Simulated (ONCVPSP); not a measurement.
# Configuration tests for titanium (Ti) (ONCV)

- Element: titanium (Ti)
- Generator: ONCVPSP 4.0.1
- Type: optimised norm-conserving Vanderbilt (ONCV)
- Functional: PBE
- Relativity: scalar-relativistic
- Frozen core: [Ar]
- Valence charge: 4
- Reference configuration: 3d2.5 4s1.5
- Partial waves: 4s: rc 2.75 bohr, ncon 3, nbas 8, qcut 2.7 1/bohr, 2 projectors, debl 0.6 Ha; p scattering state at 0.4 Ha: rc 2.50 bohr, ncon 4, nbas 8, qcut 2.9 1/bohr, 1 projector; 3d: rc 1.65 bohr, ncon 4, nbas 8, qcut 11.5 1/bohr, 1 projector
- Local potential: polynomial inside 1.40 bohr (lpopt 5, dvloc0 0 Ha)
- Core correction: Teter function, fcfact 5.5, rcfact 1.15

Energies are relative to the spin-unpolarised reference configuration 3d2.5 4s1.5; without spin polarisation the order of configurations can differ from experiment. Not all tests gave a result: 1 of 4 tests not solved or not reliable.

```csv
valence configuration,charge,ΔE all-electron (eV),error AE − PS (meV)
3d2 4s2,0,-0.353,-30
3d2 4s1,+1,6.994,-11
3d2 4s0,+2,20.566,+100
```

Levels in the configuration 3d2 4s0:

```csv
level,all-electron (eV),pseudo (eV)
3d,-19.680,-19.664
```

Note: ghosts flagged at negative energy: s at -31.0 eV (a further GHOST(-) flag falls on a real empty level of the atom); GHOST(+) flagged for p at 14.4 eV. A true bound ghost makes a file unfit for plane-wave use.
